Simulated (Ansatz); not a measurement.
Ansatz (a quantum-chemistry and plane-wave program) input (B3LYP-D3(BJ)/def2-TZVP):

Ansatz 0.2 input:
```yaml
crystal:
  periodic: [false, false, false]
  atoms:
    - {symbol: N, position_ang: [-1.11030711, 0.16665959, -0.15104767]}
    - {symbol: C, position_ang: [0.45712151, 0.32590879, -0.04544197]}
    - {symbol: O, position_ang: [1.08125206, -0.60514346, 0.26790685]}
    - {symbol: H, position_ang: [-1.35273715, -0.80107113, 0.08990419]}
    - {symbol: H, position_ang: [-1.59255276, 0.80418571, 0.49305279]}
    - {symbol: H, position_ang: [0.76560723, 1.34681413, -0.29461894]}
    - {symbol: H, position_ang: [-1.44091304, 0.36914904, -1.10160728]}
basis:
  gaussian:
    orbitals: def2-TZVP
hamiltonian:
  xc: b3lyp
  dispersion: d3bj
total_charge: 1
phonons: {temperatures: {t_min: 298.15, t_max: 298.15, t_step: 100}}
```

Output:

```
Functional definition: B3LYP
integrals: 0.03 GiB planned
662 factors; their error is unknown
mean field: 0.31 GiB planned
mean field evaluation 1: about -4619.3819 eV, gradient 9.1e1 eV
mean field evaluation 2: about -4594.2689 eV, gradient 1.4e2 eV
mean field evaluation 4: about -4633.0509 eV, gradient 1.2e1 eV
mean field evaluation 8: about -4633.2919 eV, gradient 1.5e-1 eV
mean field evaluation 16: about -4633.2858 eV, gradient 3.0e-5 eV
mean field -4633.28584234 eV, -170.2701141519 hartree, gradient 3.0e-5 eV, S^2 0.000000; 0 other end points of the search recorded, 0 dependent functions left out
the calculation of the forces begins
reference -4633.28602544 eV, -170.2701208807 hartree; 12, 12 occupied and 105, 105 virtual orbitals, 662 factors
these checks for a lower state are left out or cut short: stability, starts, cluster_reference, orbital_swaps, neighbouring_geometries, increment
integrals: 0.03 GiB planned
662 factors; their error is unknown
mean field: 0.31 GiB planned
mean field -4633.28562556 eV, -170.2701061855 hartree, gradient 1.7e-6 eV, S^2 0.000000; 0 other end points of the search recorded, 0 dependent functions left out
the calculation of the forces begins
reference -4633.28580865 eV, -170.2701129141 hartree; 12, 12 occupied and 105, 105 virtual orbitals, 662 factors
these checks for a lower state are left out or cut short: stability, starts, cluster_reference, orbital_swaps, neighbouring_geometries, increment
integrals: 0.03 GiB planned
662 factors; their error is unknown
mean field: 0.31 GiB planned
mean field evaluation 32: about -4633.2856 eV, gradient 1.6e-6 eV
mean field -4633.28562299 eV, -170.2701060910 hartree, gradient 1.8e-6 eV, S^2 0.000000; 0 other end points of the search recorded, 0 dependent functions left out
the calculation of the forces begins
reference -4633.28580609 eV, -170.2701128200 hartree; 12, 12 occupied and 105, 105 virtual orbitals, 662 factors
these checks for a lower state are left out or cut short: stability, starts, cluster_reference, orbital_swaps, neighbouring_geometries, increment
integrals: 0.03 GiB planned
662 factors; their error is unknown
mean field: 0.31 GiB planned
mean field -4633.28567857 eV, -170.2701081337 hartree, gradient 1.7e-6 eV, S^2 0.000000; 0 other end points of the search recorded, 0 dependent functions left out
the calculation of the forces begins
reference -4633.28586167 eV, -170.2701148625 hartree; 12, 12 occupied and 105, 105 virtual orbitals, 662 factors
these checks for a lower state are left out or cut short: stability, starts, cluster_reference, orbital_swaps, neighbouring_geometries, increment
integrals: 0.03 GiB planned
662 factors; their error is unknown
mean field: 0.31 GiB planned
mean field -4633.28569186 eV, -170.2701086220 hartree, gradient 1.8e-6 eV, S^2 0.000000; 0 other end points of the search recorded, 0 dependent functions left out
the calculation of the forces begins
reference -4633.28587496 eV, -170.2701153506 hartree; 12, 12 occupied and 105, 105 virtual orbitals, 662 factors
these checks for a lower state are left out or cut short: stability, starts, cluster_reference, orbital_swaps, neighbouring_geometries, increment
integrals: 0.03 GiB planned
662 factors; their error is unknown
mean field: 0.31 GiB planned
mean field -4633.28549851 eV, -170.2701015164 hartree, gradient 1.8e-6 eV, S^2 0.000000; 0 other end points of the search recorded, 0 dependent functions left out
the calculation of the forces begins
reference -4633.28568169 eV, -170.2701082484 hartree; 12, 12 occupied and 105, 105 virtual orbitals, 662 factors
these checks for a lower state are left out or cut short: stability, starts, cluster_reference, orbital_swaps, neighbouring_geometries, increment
integrals: 0.03 GiB planned
[...]
the calculation of the forces begins
reference -4633.28594594 eV, -170.2701179593 hartree; 12, 12 occupied and 105, 105 virtual orbitals, 662 factors
these checks for a lower state are left out or cut short: stability, starts, cluster_reference, orbital_swaps, neighbouring_geometries, increment
integrals: 0.03 GiB planned
662 factors; their error is unknown
mean field: 0.31 GiB planned
mean field -4633.28571501 eV, -170.2701094726 hartree, gradient 1.8e-6 eV, S^2 0.000000; 0 other end points of the search recorded, 0 dependent functions left out
the calculation of the forces begins
reference -4633.28589808 eV, -170.2701162005 hartree; 12, 12 occupied and 105, 105 virtual orbitals, 662 factors
these checks for a lower state are left out or cut short: stability, starts, cluster_reference, orbital_swaps, neighbouring_geometries, increment
integrals: 0.03 GiB planned
662 factors; their error is unknown
mean field: 0.31 GiB planned
mean field -4633.28572859 eV, -170.2701099717 hartree, gradient 1.7e-6 eV, S^2 0.000000; 0 other end points of the search recorded, 0 dependent functions left out
the calculation of the forces begins
reference -4633.28591171 eV, -170.2701167014 hartree; 12, 12 occupied and 105, 105 virtual orbitals, 662 factors
these checks for a lower state are left out or cut short: stability, starts, cluster_reference, orbital_swaps, neighbouring_geometries, increment
integrals: 0.03 GiB planned
662 factors; their error is unknown
mean field: 0.31 GiB planned
mean field evaluation 128: about -4633.2858 eV, gradient 1.7e-4 eV
mean field -4633.28581467 eV, -170.2701131353 hartree, gradient 1.8e-6 eV, S^2 0.000000; 0 other end points of the search recorded, 0 dependent functions left out
the calculation of the forces begins
reference -4633.28599776 eV, -170.2701198636 hartree; 12, 12 occupied and 105, 105 virtual orbitals, 662 factors
these checks for a lower state are left out or cut short: stability, starts, cluster_reference, orbital_swaps, neighbouring_geometries, increment
integrals: 0.03 GiB planned
662 factors; their error is unknown
mean field: 0.31 GiB planned
mean field -4633.28583126 eV, -170.2701137450 hartree, gradient 1.7e-6 eV, S^2 0.000000; 0 other end points of the search recorded, 0 dependent functions left out
the calculation of the forces begins
reference -4633.28601438 eV, -170.2701204743 hartree; 12, 12 occupied and 105, 105 virtual orbitals, 662 factors
these checks for a lower state are left out or cut short: stability, starts, cluster_reference, orbital_swaps, neighbouring_geometries, increment
integrals: 0.03 GiB planned
662 factors; their error is unknown
mean field: 0.31 GiB planned
mean field -4633.28578876 eV, -170.2701121831 hartree, gradient 1.8e-6 eV, S^2 0.000000; 0 other end points of the search recorded, 0 dependent functions left out
the calculation of the forces begins
reference -4633.28597185 eV, -170.2701189114 hartree; 12, 12 occupied and 105, 105 virtual orbitals, 662 factors
these checks for a lower state are left out or cut short: stability, starts, cluster_reference, orbital_swaps, neighbouring_geometries, increment
integrals: 0.03 GiB planned
662 factors; their error is unknown
mean field: 0.31 GiB planned
mean field -4633.28581974 eV, -170.2701133214 hartree, gradient 1.7e-6 eV, S^2 0.000000; 0 other end points of the search recorded, 0 dependent functions left out
the calculation of the forces begins
reference -4633.28600285 eV, -170.2701200508 hartree; 12, 12 occupied and 105, 105 virtual orbitals, 662 factors
these checks for a lower state are left out or cut short: stability, starts, cluster_reference, orbital_swaps, neighbouring_geometries, increment
integrals: 0.03 GiB planned
662 factors; their error is unknown
mean field: 0.31 GiB planned
mean field -4633.28578768 eV, -170.2701121433 hartree, gradient 1.7e-6 eV, S^2 0.000000; 0 other end points of the search recorded, 0 dependent functions left out
the calculation of the forces begins
reference -4633.28597079 eV, -170.2701188725 hartree; 12, 12 occupied and 105, 105 virtual orbitals, 662 factors
these checks for a lower state are left out or cut short: stability, starts, cluster_reference, orbital_swaps, neighbouring_geometries, increment
integrals: 0.03 GiB planned
662 factors; their error is unknown
mean field: 0.31 GiB planned
mean field evaluation 160: about -4633.2924 eV, gradient 4.2e-1 eV
mean field -4633.28577821 eV, -170.2701117954 hartree, gradient 1.8e-6 eV, S^2 0.000000; 0 other end points of the search recorded, 0 dependent functions left out
the calculation of the forces begins
reference -4633.28596130 eV, -170.2701185238 hartree; 12, 12 occupied and 105, 105 virtual orbitals, 662 factors
these checks for a lower state are left out or cut short: stability, starts, cluster_reference, orbital_swaps, neighbouring_geometries, increment
integrals: 0.03 GiB planned
662 factors; their error is unknown
mean field: 0.31 GiB planned
mean field -4633.28578559 eV, -170.2701120667 hartree, gradient 1.7e-6 eV, S^2 0.000000; 0 other end points of the search recorded, 0 dependent functions left out
the calculation of the forces begins
reference -4633.28596871 eV, -170.2701187962 hartree; 12, 12 occupied and 105, 105 virtual orbitals, 662 factors
these checks for a lower state are left out or cut short: stability, starts, cluster_reference, orbital_swaps, neighbouring_geometries, increment
integrals: 0.03 GiB planned
662 factors; their error is unknown
mean field: 0.31 GiB planned
mean field -4633.28577854 eV, -170.2701118075 hartree, gradient 1.8e-6 eV, S^2 0.000000; 0 other end points of the search recorded, 0 dependent functions left out
the calculation of the forces begins
reference -4633.28596162 eV, -170.2701185355 hartree; 12, 12 occupied and 105, 105 virtual orbitals, 662 factors
these checks for a lower state are left out or cut short: stability, starts, cluster_reference, orbital_swaps, neighbouring_geometries, increment
integrals: 0.03 GiB planned
662 factors; their error is unknown
mean field: 0.31 GiB planned
mean field -4633.28575728 eV, -170.2701110262 hartree, gradient 1.8e-6 eV, S^2 0.000000; 0 other end points of the search recorded, 0 dependent functions left out
the calculation of the forces begins
reference -4633.28594038 eV, -170.2701177550 hartree; 12, 12 occupied and 105, 105 virtual orbitals, 662 factors
these checks for a lower state are left out or cut short: stability, starts, cluster_reference, orbital_swaps, neighbouring_geometries, increment
integrals: 0.03 GiB planned
662 factors; their error is unknown
mean field: 0.31 GiB planned
mean field evaluation 192: about -4633.2857 eV, gradient 1.7e-4 eV
mean field -4633.28573728 eV, -170.2701102912 hartree, gradient 1.8e-6 eV, S^2 0.000000; 0 other end points of the search recorded, 0 dependent functions left out
the calculation of the forces begins
reference -4633.28592038 eV, -170.2701170200 hartree; 12, 12 occupied and 105, 105 virtual orbitals, 662 factors
these checks for a lower state are left out or cut short: stability, starts, cluster_reference, orbital_swaps, neighbouring_geometries, increment
integrals: 0.03 GiB planned
662 factors; their error is unknown
mean field: 0.31 GiB planned
mean field -4633.28583628 eV, -170.2701139295 hartree, gradient 1.8e-6 eV, S^2 0.000000; 0 other end points of the search recorded, 0 dependent functions left out
the calculation of the forces begins
reference -4633.28601940 eV, -170.2701206588 hartree; 12, 12 occupied and 105, 105 virtual orbitals, 662 factors
these checks for a lower state are left out or cut short: stability, starts, cluster_reference, orbital_swaps, neighbouring_geometries, increment
integrals: 0.03 GiB planned
662 factors; their error is unknown
mean field: 0.31 GiB planned
mean field -4633.28581632 eV, -170.2701131959 hartree, gradient 1.8e-6 eV, S^2 0.000000; 0 other end points of the search recorded, 0 dependent functions left out
the calculation of the forces begins
reference -4633.28599941 eV, -170.2701199243 hartree; 12, 12 occupied and 105, 105 virtual orbitals, 662 factors
Total energy: -4633.43245335 eV, -170.2755020074 hartree
Atom 0 at    -1.110307     0.166660    -0.151048 Å, force     0.000041    -0.000005     0.000005 eV/Å
Atom 1 at     0.457122     0.325909    -0.045442 Å, force     0.000146    -0.000923     0.000266 eV/Å
Atom 2 at     1.081252    -0.605143     0.267907 Å, force    -0.000377     0.000748    -0.000240 eV/Å
Atom 3 at    -1.352737    -0.801071     0.089904 Å, force     0.000053     0.000100    -0.000022 eV/Å
Atom 4 at    -1.592553     0.804186     0.493053 Å, force    -0.000008    -0.000015     0.000043 eV/Å
Atom 5 at     0.765607     1.346814    -0.294619 Å, force     0.000146     0.000130    -0.000022 eV/Å
Atom 6 at    -1.440913     0.369149    -1.101607 Å, force    -0.000001    -0.000035    -0.000031 eV/Å
Dipole moment:    -1.015341     0.520474    -0.238541 e Å
Vibrations: 121.30 476.05 658.13 811.02 1042.78 1081.51 1344.57 1450.26 1624.29 1633.71 1937.47 3091.63 3346.17 3435.94 3443.60 cm⁻¹, zero-point energy 1.580700 eV
```

It need not be the lowest isomer of its formula.
